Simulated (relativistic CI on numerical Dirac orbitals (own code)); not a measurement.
**Hyperfine structure of Te⁴⁴⁺, mass number 123**

Computed by Dirac-Coulomb-Breit CI, KLI orbitals optimised for each configuration, QED by a radiative potential, unscaled Slater integrals (own radial code, finite nucleus).

Configurations in the expansion (outside the closed core 1s2): 2s²2p⁴, 2s2p⁵, 2p⁶, 2p⁵3s, 2p⁵3p, 2p⁵3d, 2s²2p³3s, 2s²2p³3p, 2s²2p³3d, 2s2p⁴3s, 2s2p⁴3p, 2s2p⁴3d, 2s²2p³4s, 2s²2p³4p, 2s²2p³4d, 2s²2p³4f. Levels of other configurations are missing.

Nuclear spin I = 1/2, μ = -0.7358 μN (tables of Stone and Pyykkö). The electronic factors are computed for point nuclear moments, without core polarisation or the Bohr-Weisskopf and QED corrections.

```
     Level   E (Ry)  A (GHz)
2s²2p⁴ ³P2   0.0000     -382
2s²2p⁴ ³P1  20.7167      137
2s²2p⁴ ¹D2  21.9273   -921.7
2s2p⁵ ³P°2  38.9600    -2264
2s2p⁵ ¹P°1  42.6829     1376
2s2p⁵ ³P°1  62.5779    -5077
```

Levels with J = 0, under 50 % of one LS term, or S terms without an open s electron are left out. Small factors come from cancelling terms and can be off by tens of per cent or more.

At this charge energies of transitions that change n are usually good to better than 1 %, and those within a shell (Δn = 0) to a few per cent.

Give the hyperfine levels of 2s²2p⁴ ³P2 relative to its centre of gravity.

With K = F(F + 1) − I(I + 1) − J(J + 1), E = AK/2: F = 3/2: 572.9, F = 5/2: -382 GHz.

LS names give the leading component of a level, which can be under half, so a name can repeat, a term be missing and a line seem to break the LS rules.
